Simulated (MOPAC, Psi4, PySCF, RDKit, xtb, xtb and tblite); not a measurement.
Two geometries of CH₄SSe, SMILES SC[SeH], relaxed at GFN2-xTB with one dihedral held; other torsions can differ between them too.

Structure A

```
7

S      1.0723    -1.1776    -0.2321
C     -0.4876    -0.2532    -0.1540
Se    -0.3524     1.5963     0.5508
H      1.2895    -1.2059     1.0803
H     -0.8772    -0.2070    -1.1682
H     -1.1874    -0.7761     0.4964
H      0.2396     2.1430    -0.6466
```

Structure B

```
7

S      1.0822    -1.1780    -0.2285
C     -0.4814    -0.2586    -0.1527
Se    -0.3568     1.5975     0.5470
H      1.2976    -1.2031     1.0845
H     -0.8729    -0.2158    -1.1655
H     -1.1745    -0.7876     0.4997
H     -0.1264     2.2092    -0.7389
```

Q: Which is lower in energy at the level DF-MP2 (frozen core)/cc-pVTZ // GFN2-xTB (Psi4), and by how much?

A: A is lower, by 0.71 kcal/mol (dihedral S1–C2–Se3–H7: 75° in A, 90° in B).

E(B) − E(A) in kcal/mol at the other levels, on the same two geometries: GFN2-xTB (xtb and tblite) 0.52; PBE0/def2-TZVP // GFN2-xTB (Psi4) 0.64; PBE0-D3(BJ)/def2-TZVP // GFN2-xTB (Psi4) 0.66; PBE/def2-TZVP // GFN2-xTB (Psi4) 0.58; PBE-D3(BJ)/def2-TZVP // GFN2-xTB (Psi4) 0.60; M06-2X/def2-TZVP // GFN2-xTB (Psi4) 0.68; HF/cc-pVTZ // GFN2-xTB (Psi4) 0.69; UFF // GFN2-xTB (RDKit) 0.51; PM3, restricted, heats of formation // GFN2-xTB (MOPAC) 0.50; PM6, restricted, heats of formation // GFN2-xTB (MOPAC) 0.45; GFN1-xTB // GFN2-xTB (xtb) 0.43; restricted B3LYP/6-31G*, spherical d // GFN2-xTB (PySCF) 0.69; restricted Hartree-Fock/3-21G // GFN2-xTB (PySCF) 0.77; restricted Hartree-Fock/6-31G*, spherical d // GFN2-xTB (PySCF) 0.78; restricted MP2 (frozen core)/3-21G // GFN2-xTB (PySCF) 0.83.
